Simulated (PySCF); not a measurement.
## Electron correlation in Ti²⁺ (titanium, charge +2)

[Ar] 3d1 4p1, one real determinant (an excited configuration). All numbers are calculated (PySCF 2.14, the non-relativistic Hamiltonian (point nucleus), in def2-TZVPPD (6s6p4d2f1g, 67 functions)). Frozen: [Ar]; 2 electrons correlated.

Total MP2 correlation energy: -1.92 mhartree.

Same-spin part -1.92 and opposite-spin part 0.00 mhartree; SCS-MP2 scales them by 1/3 and 6/5 to -0.64 mhartree.

The reference is one real determinant that mixes LS terms of this configuration.
